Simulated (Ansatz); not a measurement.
**One elementary step**

Start structure (SiNH$_{6}$Cl$_{2}$F, singlet), relaxed at PBE0-D4/def2-TZVP:

Si1  (-0.842, -0.689, -0.314)
H2  (0.209, -0.307, -1.299)
Cl3  (-2.232, -1.373, -1.748)
Cl4  (-0.502, -2.457, 0.710)
H5  (-1.700, 0.320, 0.337)
H6  (0.848, 1.126, 0.813)
N7  (0.641, 0.165, 1.073)
H8  (0.711, 1.333, -1.525)
F9  (1.071, 2.094, -1.128)
H10  (1.509, -0.360, 1.058)
H11  (0.289, 0.148, 2.024)
(Å)

The step: SiH₂Cl₂ ([Cl][SiH2][Cl]) + NH₃ + HF → SiNH₃Cl₂ ([NH2][SiH]([Cl])[Cl]) + HF + H₂; bonds formed: H2–H8, H6–F9; dative contacts that become bonds: Si1–N7; bonds broken: Si1–H2, H6–N7, H8–F9. Computed with Ansatz 0.2.0 (basis: def2-TZVPP and def2-QZVPP); correlated methods freeze the cores. Extrapolation: Hartree–Fock as exp(−7.88 √X), correlation as X^−2.97. Energies below are by CCSD(T) at an estimated basis limit (MP2 extrapolated from triple and quadruple zeta, plus CCSD(T) − MP2 in triple zeta).

Problem. What are the electronic barrier and the energy of the step, from the start structure to the end structure? (Judge from chemistry; the value comes from the calculation.)

Solution. Computed: Barrier 1.138 eV; step energy -0.482 eV (downhill); reverse barrier, their difference, 1.620 eV. Barrier and step energy count from the start structure, the reverse barrier from the end structure.

The saddle point: One imaginary mode of 955i cm⁻¹.
| pair | start (Å) | saddle (Å) | end (Å) |
| --- | --- | --- | --- |
| Si1–N7 | 2.20 | 1.84 | 1.73 |
| H2–H8 | 1.73 | 0.92 | 0.75 |
| H6–F9 | 2.18 | 1.32 | 0.95 |
| Si1–H2 | 1.49 | 1.83 | 3.92 |
| H6–N7 | 1.02 | 1.13 | 1.73 |
| H8–F9 | 0.93 | 1.27 | 2.52 |

Zero-point energy (harmonic, PBE0-D4): ZPE is 1.944 eV at the start and 1.840 eV at the saddle, so the barrier goes from 1.138 to 1.034 eV.

T1 diagnostic: at most 0.011.

Labels in which every atom is bracketed show which atoms are joined, not bond orders.

For scale, one of the runs: CCSD(T)/def2-TZVPP, 272 basis functions, launched by `ansatz run in.yaml --threads 8 --pin off --events-out ev --progress --plain --max-ram 19148MiB`. The run took 3.1 min on 8 CPU threads of an Arm Neoverse V1 (shared host), with 7 GiB of host memory at its peak.
